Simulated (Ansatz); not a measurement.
Born–Oppenheimer molecular dynamics of a periodic cell of 13 atoms, Tc12B (host Tc, host structure hcp, interstitial B). It starts from a relaxed structure.

Method: Ansatz, DFT PBE-D3(BJ), scalar-relativistic, plane waves, PAW. Settings: cutoff 600 eV, k mesh 4x3x4, fermi-dirac smearing 0.1 eV, no spin polarisation.

| Property | Result |
| --- | --- |
| ensemble | NVE (velocity Verlet) |
| time step | 1 fs |
| steps asked | 90 |
| starting velocities drawn for | 1200 K |
| seed | 933102 |

First frame:

```xyz
13
Lattice="5.4800 0.0000 0.0000 -4.1100 7.1187 0.0000 0.0000 0.0000 4.3950" Properties=species:S:1:pos:R:3
Tc 0.105 -0.036 -0.102
Tc 0.121 1.542 2.131
Tc -1.250 2.307 -0.071
Tc -1.270 3.790 2.091
Tc -2.714 4.632 0.036
Tc -2.711 6.310 2.058
Tc 2.850 0.045 0.009
Tc 2.830 1.528 2.172
Tc 1.460 2.292 -0.031
Tc 1.477 3.871 2.203
Tc 0.182 4.645 0.045
Tc 0.185 6.324 2.066
B -1.264 5.476 3.248
```

Question: What does the run give?

Answer: The run went to its last step.

```
steps done                                               : 90
time covered                                             : 90 fs
mean temperature over the second half                    : 624 K
spread of the potential energy over the second half      : 20.3 meV per atom
mean potential energy of the second half above the start : 68.8 meV per atom
```

The conserved energy stayed within 0.11 meV per atom of its start (net change 0.034 meV per atom), so the integration is sound. The temperature averaged 0.52 of the 1200 K drawn at the start: a run that starts near a minimum puts about half its kinetic energy into the potential. A run of 0.09 ps of so small a system gives no equilibrium averages. Limits of this set-up: coarse k mesh, odd electron count without spin.

Question: What happens to the structure?

Answer: Mean squared displacements from the first frame to the last, about the centre of mass: Tc 0.01 Å², B 0.00 Å². The details hang on the random start.

Question: How do temperature and energy run in time?

Answer: 
```tsv
time (fs)	T (K)	potential energy less start (eV)	conserved less start (meV/atom)
0.0	1200	0.000	0.00
7.0	1047	0.237	0.04
14.0	811	0.604	0.06
21.0	611	0.914	0.03
28.0	305	1.390	0.07
35.0	136	1.652	0.10
42.0	234	1.500	0.05
49.0	332	1.347	0.06
56.0	475	1.126	0.08
63.0	717	0.750	0.03
70.0	808	0.608	0.03
77.0	739	0.715	0.07
84.0	707	0.766	0.05
```

Run time: 21 min on 4 threads of Arm Neoverse V1, with other jobs on the host, peak memory 1.9 GiB.
